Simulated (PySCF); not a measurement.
# Excitation energy of Br+ by level of theory

Br+ [Ar] 3d10 4s2 4p4 (3P) → Br+ [Ar] 3d10 4s1 4p4 5s1 (5P), as a difference of total energies. Calculation: PySCF 2.14, in aug-cc-pVQZ-DK; the spin-free X2C one-electron Hamiltonian (Gaussian nucleus). Correlated levels: valence: [Ar] 3d10 frozen. The calculations carry no spin-orbit coupling.

| method | excitation energy (cm⁻¹) |
| --- | --- |
| UHF | 192230 |
| LDA | 199870 |
| PBE | 197620 |
| PBE0 | 198670 |
| r2SCAN | 198500 |
| LC-wPBE | 202580 |
| wB97X-V | 202480 |
| wB97X | 206130 |
| revPBE | 196670 |
| MP2 (valence) | 193720 |
| SCS-MP2 (valence) | 195290 |

A first-order spin-orbit estimate (lowest level to lowest level, LS coupling) adds -0.026 eV.

The upper state lies above the first ionisation limit, where it may autoionise and the basis confines it. A Rydberg-like electron needs more diffuse functions than a valence basis has.

The promoted electron is Rydberg-like, and one or two diffuse shells describe it only roughly, which tends to raise the upper state.
